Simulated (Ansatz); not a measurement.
**Question.** Predict a relaxed structure of [MnNCl4]2- (MnNCl₄²⁻), charge -2, singlet, at r2SCAN-D4/def2-SVPD (Ansatz).

**Answer.** 
Cartesian coordinates in Å:
```
Mn 0.0364 -0.0360 -0.0982
N 0.5239 -0.5183 -1.4148
Cl 0.3146 -1.9134 1.2982
Cl -2.2588 -0.5667 -0.1477
Cl -0.5946 2.1904 -0.5419
Cl 1.9786 0.8439 0.9044
```
Point group C4v (tolerance 0.1 Å). The metal has 5 neighbours: N 1.48 Å, Cl 2.36 Å, Cl 2.36 Å, Cl 2.36 Å, Cl 2.36 Å. This is one stationary point.

A multiply charged anion in the gas phase is held together partly by the finite basis. Removing one electron lowers the energy by 0.54 eV at PBE0-D4/def2-TZVPD, so it isn't bound. The restricted singlet is unstable towards broken spin symmetry at other levels; at r2SCAN-D4/def2-SVPD this wasn't settled. The highest occupied level of the charge -2 singlet lies above zero (up to 2.87 eV). By energy differences it is unbound by 0.54 eV (vertical, against the charge -1 doublet, at PBE0-D4/def2-TZVPD) and held by the finite basis. At r2SCAN-D4/def2-SVPD a triplet of charge -2 lies 0.36 eV below the restricted singlet, each at its own geometry.
